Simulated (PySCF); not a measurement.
Two-component Hartree-Fock for La (lanthanum, neutral)

Start: [Xe] 5d3; 5d5/2 filled at m_j = +1/2, +3/2, +5/2. Calculated with PySCF 2.14 in x2c-TZVPall-2c with one added diffuse shell each of s, p, d type (12s12p11d2f, 117 functions): generalised Hartree-Fock with the X2C-1e Hamiltonian and a Gaussian nucleus; spin-orbit coupling (SO) screened by Boettger's factors. This is a chosen level, not necessarily the ground level.

```csv
spinor shell,electrons,"ε, screened SO (eV)",weight of nominal j (screened SO),"rms radius, screened SO (bohr)"
1s1/2,2,-39113.0,1.000,0.0286
2s1/2,2,-6331.4,1.000,0.116
2p1/2,2,-5957.6,1.000,0.100
2p3/2,4,-5541.0,1.000,0.106
3s1/2,2,-1397.6,1.000,0.303
3p1/2,2,-1238.7,1.000,0.295
3p3/2,4,-1155.3,1.000,0.308
3d3/2,4,-879.67,1.000,0.279
3d5/2,6,-862.07,1.000,0.283
4s1/2,2,-299.09,1.000,0.694
4p1/2,2,-238.14,1.000,0.719
4p3/2,4,-220.28,1.000,0.746
4d3/2,4,-118.03,0.999,0.820
4d5/2,6,-114.92,0.999,0.830
5s1/2,2,-45.857,1.000,1.69
5p1/2,2,-27.385,0.911,1.92
5p3/2,4,-24.685,0.956,1.98
5d5/2,3,-4.136,0.770,3.75
```

```csv
quantity,screened SO
E (hartree),-8491.08038
M_J,9/2
⟨J²⟩,24.773
⟨L²⟩,12.094
⟨S²⟩,3.784
```

Each row is a mean over spinors that exchange with the open shell spreads, by up to 2.921 eV (5p3/2).

Rows whose weight is well below 1 are mixtures of j = l ± 1/2: exchange outweighs spin-orbit coupling there, and the label is only the starting occupation.

Breit and QED terms are absent; they matter most for the inner s and p1/2 levels.

Densities and radii are taken from the X2C orbitals without a picture-change correction, which distorts them close to the nucleus.
